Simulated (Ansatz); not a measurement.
C2H5BO can be A, `BOC=C`, or B, `OB1CC1`.

Computed with Ansatz on PBE0-D4/def2-TZVP structures; ΔE is electronic, products minus reactants. CCSD(T)/CBS is the MP2 limit (def2-TZVPP, def2-QZVPP) plus CCSD(T) − MP2 in def2-TZVPP, frozen cores. Functionals use def2-TZVPP. B3LYP here is the variant with VWN-RPA as its local correlation; programs differ in this. Each species was taken in one conformer, which may not be the lowest.

(1) Which isomer does CCSD(T)/CBS put lower? Give the gap. (Estimate.)

(2) Give E(B) − E(A) in kJ/mol with CCSD/def2-TZVPP, CCSD(T)/def2-TZVPP, PBE0-D4, B3LYP, r2SCAN-D4, B3LYP-D4, CCSD(T)/def2-SVP. (Estimate.)

(3) Does the order hold for the free energy at 298.15 K (harmonic terms from PBE0-D4)? (An estimate is asked.)

Largest T1 diagnostic: 0.014.

Results:

(1) Ansatz gave: B, by 18.5 kJ/mol.

(2) The calculation gave: CCSD/def2-TZVPP -16.7, CCSD(T)/def2-TZVPP -15.7, PBE0-D4 -37.6, B3LYP -10.3, r2SCAN-D4 -30.3, B3LYP-D4 -10.2, CCSD(T)/def2-SVP -10.3. None reverses the order clearly.

(3) Ansatz gave: Yes: G(B) − G(A) = -11.1 kJ/mol, for one conformer each.

From r2SCAN to r2SCAN0 (25 % exact exchange), in def2-TZVPP and without D4, E(B) − E(A) moves by −5.3 kJ/mol. At CCSD(T), def2-SVP lies +8.2 kJ/mol from the extrapolated value and def2-TZVPP +2.7 kJ/mol.
